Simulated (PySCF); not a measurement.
Isomers of C4H6ClN3.

All values: PBE0/pcSseg-1 (PySCF) at GFN2-xTB geometries, gas phase, one conformer each.

Question: Rank by dipole moment, lowest first.
A. `[CH3:1][CH2:2][n:3]1[cH:4][c:5]([Cl:6])[n:7][n:8]1` with C1–C2–N3–C4 -76°
B. `[CH3:1][CH2:2][n:3]1[n:4][n:5][cH:6][c:7]1[Cl:8]` with C1–C2–N3–N4 98°
C. `[CH3:1][CH2:2][n:3]1[n:4][cH:5][c:6]([Cl:7])[n:8]1` with C1–C2–N3–N4 93°
D. `Cc1nnc(Cl)n1C`
E. `CC1=NN(C)N=C1Cl`

Answer: E (1.76 D), C (1.99 D), B (3.72 D), A (5.37 D), D (6.17 D).

Question: Rank by HOMO–LUMO gap, lowest first.
A. `[CH3:1][CH2:2][n:3]1[n:4][n:5][cH:6][c:7]1[Cl:8]` with C1–C2–N3–N4 98°
B. `CC1=NN=C(Cl)N1C`
C. `Cc1nn(C)nc1Cl`
D. `[CH3:1][CH2:2][n:3]1[n:4][cH:5][c:6]([Cl:7])[n:8]1` with C1–C2–N3–N4 93°

Answer: C (6.99 eV), D (7.12 eV), A (7.29 eV), B (7.47 eV).

All values together:

```json
{"SMILES": "CCn1nncc1Cl", "μ (D)": "3.72", "HOMO (eV)": "-7.52", "LUMO (eV)": "-0.23", "lowest IAO charge (e)": "-0.426 (C)", "highest IAO charge (e)": "+0.180 (H)", "lowest Hirshfeld charge (e)": "-0.140 (N)", "highest Hirshfeld charge (e)": "+0.066 (H)"}
{"SMILES": "Cc1nnc(Cl)n1C", "μ (D)": "6.17", "HOMO (eV)": "-7.20", "LUMO (eV)": "0.27", "lowest IAO charge (e)": "-0.445 (C)", "highest IAO charge (e)": "+0.185 (H)", "lowest Hirshfeld charge (e)": "-0.175 (N)", "highest Hirshfeld charge (e)": "+0.090 (C)"}
{"SMILES": "CCn1ncc(Cl)n1", "μ (D)": "1.99", "HOMO (eV)": "-7.43", "LUMO (eV)": "-0.31", "lowest IAO charge (e)": "-0.427 (C)", "highest IAO charge (e)": "+0.182 (H)", "lowest Hirshfeld charge (e)": "-0.140 (N)", "highest Hirshfeld charge (e)": "+0.106 (N)"}
{"SMILES": "CCn1cc(Cl)nn1", "μ (D)": "5.37", "HOMO (eV)": "-7.34", "LUMO (eV)": "-0.33", "lowest IAO charge (e)": "-0.426 (C)", "highest IAO charge (e)": "+0.182 (H)", "lowest Hirshfeld charge (e)": "-0.149 (N)", "highest Hirshfeld charge (e)": "+0.071 (H)"}
{"SMILES": "Cc1nn(C)nc1Cl", "μ (D)": "1.76", "HOMO (eV)": "-7.17", "LUMO (eV)": "-0.17", "lowest IAO charge (e)": "-0.437 (C)", "highest IAO charge (e)": "+0.177 (H)", "lowest Hirshfeld charge (e)": "-0.147 (N)", "highest Hirshfeld charge (e)": "+0.097 (N)"}
```

Conformers: `[CH3:1][CH2:2][n:3]1[n:4][n:5][cH:6][c:7]1[Cl:8]` with C1–C2–N3–N4 98°; `[CH3:1][CH2:2][n:3]1[n:4][cH:5][c:6]([Cl:7])[n:8]1` with C1–C2–N3–N4 93°; `[CH3:1][CH2:2][n:3]1[cH:4][c:5]([Cl:6])[n:7][n:8]1` with C1–C2–N3–C4 -76°.
